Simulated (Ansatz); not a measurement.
`C[O][Ga]([OH])[O]C` at its PBE0-D4/def2-TZVP geometry, where that method's forces vanish. Charge 0, multiplicity 1.

```
atom    x (Å)    y (Å)    z (Å)
  C1  -0.3074   0.3367   1.8655
  O2   0.9330  -0.0102   1.3024
 Ga3   1.2492  -0.3070  -0.4218
  O4   2.9119  -0.7021  -0.8782
  O5   0.0566  -0.2439  -1.7268
  C6  -1.3121   0.0284  -1.5564
  H7  -0.2119   0.2985   2.9545
  H8  -1.1120  -0.3501   1.5769
  H9  -0.6146   1.3535   1.5923
 H10   3.5002  -0.7126  -0.1195
 H11  -1.7605   0.1463  -2.5469
 H12  -1.8363  -0.7895  -1.0474
 H13  -1.4961   0.9520  -0.9947
```

Problem. For each bond, give half the difference of the two atoms' forces along it (eV/Å; positive pushes the atoms apart) under PBE-D4, r2SCAN-D4, B3LYP-D4, ωB97M-V in def2-TZVPP. (Best estimate.)

Solution. Ansatz gave: 
```csv
bond,length (Å),PBE-D4,r2SCAN-D4,B3LYP-D4,ωB97M-V
C1–O2,1.406,0.24,0.32,0.28,0.29
C1–H7,1.094,0.11,-0.05,-0.11,-0.12
C1–H8,1.097,0.05,-0.07,-0.09,-0.10
C1–H9,1.097,0.06,-0.07,-0.09,-0.11
O2–Ga3,1.778,0.10,-0.07,0.02,-0.07
Ga3–O4,1.769,0.21,0.02,0.11,0.05
Ga3–O5,1.769,0.13,-0.06,0.02,-0.07
O4–H10,0.960,0.39,0.06,-0.02,-0.07
O5–C6,1.406,0.26,0.33,0.28,0.29
C6–H11,1.094,0.11,-0.05,-0.11,-0.12
C6–H12,1.097,0.06,-0.07,-0.09,-0.11
C6–H13,1.097,0.05,-0.07,-0.09,-0.10
```

B3LYP here is the variant with VWN-RPA as its local correlation; programs differ in this.
